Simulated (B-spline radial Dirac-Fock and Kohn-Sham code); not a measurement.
## Elastic scattering of 300 keV electrons by atomic holmium

Calculated with a radial finite-basis atomic code, using relativistic (Dirac) partial waves in the static field of the Dirac-Fock atom with Furness-McCarthy exchange, without polarisation or absorption potentials.

Input of the calculation (task.json; shells as n, l, electrons):

```json
{"items": [{
  "Z": 67,
  "q": 0,
  "cfg": [[1, 0, 2], [2, 0, 2], [2, 1, 6], [3, 0, 2], [3, 1, 6], [3, 2, 10], [4, 0, 2], [4, 1, 6], [4, 2, 10], [4, 3, 11], [5, 0, 2], [5, 1, 6], [6, 0, 2]],
  "A": 165,
  "rrms": 5.2022,
  "do": "elastic",
  "energies": [[300000, 0]],
  "theta": [0, 1, 2, 3, 5, 7, 10, 15, 20, 25, 30, 40, 50, 60, 70, 80, 90, 100, 110, 120, 130, 140, 150, 160, 170, 180]
}]}
```

Launch: `python xray2_run.py task.json out`

```tsv
θ (°)	dσ/dΩ (Å²/sr)	Sherman function
0	483	0.000
1	21.6	0.000
2	3.37	0.000
3	0.914	0.000
5	0.158	0.000
7	0.0487	0.001
10	0.0135	0.002
15	0.00305	0.003
20	0.00107	0.004
25	0.000477	0.003
30	0.000249	-0.001
40	9.10e-05	-0.014
50	4.24e-05	-0.038
60	2.29e-05	-0.070
70	1.37e-05	-0.110
80	8.72e-06	-0.155
90	5.85e-06	-0.204
100	4.08e-06	-0.254
110	2.93e-06	-0.300
120	2.17e-06	-0.339
130	1.66e-06	-0.363
140	1.30e-06	-0.362
150	1.06e-06	-0.328
160	9.10e-07	-0.253
170	8.24e-07	-0.139
180	7.98e-07	0.000
```

Problem. What integrated cross sections go with this distribution?

Solution. The total elastic cross section is 0.112 Å², the first transport cross section 0.000195 Å² and the second, weighted with (3/2) sin²θ, 0.000488 Å². The mean deflection is ⟨1 − cos θ⟩ = 0.00173, and 0.014 % of the collisions scatter beyond 90°.
